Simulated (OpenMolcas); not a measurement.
d2 ions of charge +3 down a group with 6 chloride ligands in octahedral coordination

- Program: OpenMolcas 26.06
- Method: CASSCF
- Spin-orbit coupling: state interaction with AMFI integrals over the reference wave functions

The d shell is active. Anionic complexes are neutralised by point charges behind the ligands. Distances were set from a Shannon-type radius of the metal (high-spin where two are listed) plus a fixed donor radius (Cl 1.76 Å). Ligand basis ANO-RCC-VDZP, DKH2 Hamiltonian. States (labels of O, the rotations of Oh). Energies in cm-1 above the lowest state or level, χT in cm3 K/mol; under a threefold ground state the first gap can be a small split of the lowest multiplet, not the spin-orbit step; 10Dq and B are least-squares fits to the states below 45000 cm-1, weighted by degeneracy, with a free offset, and given where the rms deviation is under 5 % of |10Dq| (or 100 cm-1) and under 700 cm-1. Spin-only χT is S(S+1) / 2 for the spin of the ground state.

| Ion | Shell | R (Å) | Metal basis | Outer charge (e at Å behind ligand) | Ground state | First state of that spin | 10Dq | B (rms of fit) | First gap with spin-orbit (degeneracies) | χT at 300 K | First state of another spin | Spin-only χT |
| --- | --- | --- | --- | --- | --- | --- | --- | --- | --- | --- | --- | --- |
| V3+ | 3d2 | 2.4 | ANO-RCC-VDZP | 0.5 at 2.4 | 3T1 | 3T2 9093 | 10036 | 936 (221) | 7.0 (2, 3) | 0.897 | 1T2 13586 | 1.000 |
| Nb3+ | 4d2 | 2.48 | ANO-RCC-VDZP | 0.5 at 2.4 | 3T1 | 3T2 16149 | 17057 | 608 (253) | 27.4 (2, 3) | 0.462 | 1T2 9242 | 1.000 |
| Ta3+ | 5d2 | 2.48 | ANO-RCC-VDZP | 0.5 at 2.4 | 3T1 | 3T2 18330 | 19209 | 559 (269) | 258.1 (2, 3) | 0.143 | 1T2 8527 | 1.000 |

|10Dq| changes by factors of 17057 / 10036 = 1.70 from V3+ to Nb3+, 19209 / 17057 = 1.13 from Nb3+ to Ta3+.

B goes from 936 cm-1 (V3+) to 559 cm-1 (Ta3+).

χT departs most from the spin-only value for Ta3+, by -0.857 cm3 K/mol.

An orbital triplet at a regular site is open to Jahn-Teller coupling, which can distort the site and quench the lowest spin-orbit gaps and is left out. Without dynamic correlation the repulsion within the d shell is too large (B by tens of per cent), so at a given field states of lower spin stand too high. Ligand-to-metal charge-transfer states are missing. With no ligand orbital active B as a rule stays too high, so bands that hang on it stand too high and its fall with covalency is understated. With metal d orbitals alone and no dynamic correlation the field as a rule comes out too small, by tens of per cent, by up to half for chloride and softer ligands (holds for V3+). The least metal-like active orbital is 77 % on the metal (Löwdin) and no ligand orbital is active, so the numbers are rough (holds for Nb3+). With metal d orbitals alone the field can be off either way by tens of per cent (holds for Nb3+; Ta3+). The least metal-like active orbital is 74 % on the metal (Löwdin) and no ligand orbital is active, so the numbers are rough (holds for Ta3+). No measured value stands beside these numbers; the geometry was imposed, not optimised, and the real ion may take another.
